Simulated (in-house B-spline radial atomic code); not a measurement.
## wB97X excitations of B³⁺

Method: wB97X. Computed with a B-spline radial code for spherical atoms: linear response of the closed shell 1s2 with the functional's adiabatic kernel; scalar-relativistic (spin-free one-electron X2C), finite nucleus, no spin-orbit coupling, no double excitations, S, P, D and F terms only.

Command:
```bash
python run_td.py task.json out
```
Settings (radii: box in bohr, nucleus in fm):
```
Z                        5
electrons                2
configuration            1s2
hamiltonian              x2c
method                   wb97x
box_radius               23.08
rms_radius               2.406
intervals                74
```

Run time, properties included: 0.2 s on 1 thread of Intel(R) Xeon(R) 6975P-C (Granite Rapids), with other jobs on the host.

The lowest states, in the order of their Tamm-Dancoff energies; the method's threshold (minus the highest occupied level) is 240.06 eV. Labels give the largest channel, * marks a mixed state, and oscillator strengths are full-response dipole values. Semilocal kernels can invert the small singlet-triplet splittings of Rydberg terms. Energies in eV:

| state | full response | Tamm-Dancoff | oscillator strength |
| --- | --- | --- | --- |
| 1s → 2s 3S | 190.02 | 190.08 | - |
| 1s → 2s 1S | ? | ? | - |
| 1s → 2p 3P | 195.48 | 195.55 | - |
| 1s → 2p 1P | 197.76 | 197.82 | 0.463 |
| 1s → 3s 3S | 217.10 | 217.12 | - |
| 1s → 3s 1S | 218.09 | 218.12 | - |
| 1s → 3p 3P | ? | ? | - |
| 1s → 3d 3D | 218.87 | 218.87 | - |
| 1s → 3p 1P | 219.05 | 219.07 | 0.126 |
| 1s → 3d 1D | 219.18 | 219.18 | - |

Question: Where does 1s → 3p 3P lie?

Answer: At 218.48 eV in full response, 218.49 eV in Tamm-Dancoff.

Question: Where does 1s → 2s 1S lie?

Answer: At 194.07 eV in full response, 194.15 eV in Tamm-Dancoff.

Question: How large is the singlet-triplet splitting of 1s → 2s (S terms) in Tamm-Dancoff?

Answer: 4.07 eV, from the unrounded values.

Question: What polarisabilities and dispersion coefficient does the method give?

Answer: Dipole 0.02003 bohr³, quadrupole 0.00358 bohr⁵, C6 0.002666 hartree·bohr⁶ for two such species.
